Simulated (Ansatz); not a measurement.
Si₂Mo₂. The state is a triplet with charge 0. Geometry PBE0-D4/def2-SVP.

```xyz
4

Mo    0.139    0.043   -1.549
Mo   -0.737    1.080    0.125
Si    1.292    0.104    0.820
Si   -0.694   -1.227    0.604
```

In the def2 sets Mo takes a core potential, while STO-3G treats all electrons; there is no spin–orbit coupling. LC-ωPBE has ω = 0.4 bohr⁻¹. B3LYP takes the VWN-RPA correlation. At HF/STO-3G, r2SCAN-D4/def2-TZVP, PBE0-D4/def2-TZVP, LC-ωPBE/def2-TZVP the charge 0 triplet is spin-contaminated (final ⟨S²⟩ up to 5.26, 2.00 for a pure state). At PBE0-D4/def2-TZVP a singlet of charge 0 lies 0.34 eV below the triplet, each at its own geometry. The structure comes from a short search, and lower isomers may exist.

(1) Estimate the α-spin orbital energies around the gap (eV) in Ansatz with HF/STO-3G, r2SCAN-D4/def2-TZVP, B3LYP-D4/def2-TZVP, PBE0-D4/def2-TZVP, LC-ωPBE/def2-TZVP.

Results:

(1) 
| orbital | HF/STO-3G | r2SCAN-D4/def2-TZVP | B3LYP-D4/def2-TZVP | PBE0-D4/def2-TZVP | LC-ωPBE/def2-TZVP |
| --- | --- | --- | --- | --- | --- |
| HOMO−13 | -41.79 | -40.76 | -41.93 | -42.39 | -44.93 |
| HOMO−12 | -41.15 | -40.70 | -41.87 | -42.30 | -44.72 |
| HOMO−11 | -41.06 | -39.98 | -41.04 | -41.51 | -44.04 |
| HOMO−10 | -15.86 | -12.92 | -13.74 | -14.08 | -17.40 |
| HOMO−9 | -11.92 | -9.88 | -10.65 | -10.93 | -13.93 |
| HOMO−8 | -6.53 | -7.31 | -7.84 | -8.13 | -10.62 |
| HOMO−7 | -6.21 | -6.67 | -7.17 | -7.44 | -9.82 |
| HOMO−6 | -6.18 | -6.59 | -7.05 | -7.33 | -9.70 |
| HOMO−5 | -5.75 | -6.39 | -6.92 | -7.21 | -9.68 |
| HOMO−4 | -5.07 | -5.83 | -6.27 | -6.53 | -8.82 |
| HOMO−3 | -4.49 | -5.43 | -5.96 | -6.32 | -8.76 |
| HOMO−2 | -3.81 | -5.21 | -5.64 | -5.83 | -7.81 |
| HOMO−1 | -3.51 | -4.71 | -5.35 | -5.50 | -7.68 |
| HOMO | -2.04 | -4.39 | -4.91 | -5.16 | -7.33 |
| LUMO | 6.37 | -2.80 | -2.34 | -2.19 | -0.36 |
| LUMO+1 | 6.39 | -2.67 | -2.14 | -2.02 | -0.18 |
| LUMO+2 | 8.15 | -2.62 | -2.10 | -1.84 | 0.03 |
| LUMO+3 | 10.18 | -2.07 | -1.86 | -1.61 | 0.35 |
| LUMO+4 | 10.66 | -2.04 | -1.73 | -1.53 | 0.66 |
| LUMO+5 | 11.18 | -1.78 | -1.41 | -1.18 | 1.04 |
| β HOMO | -2.19 | -4.82 | -5.26 | -5.37 | -7.28 |
| β LUMO | 6.31 | -3.36 | -2.84 | -2.55 | -0.27 |
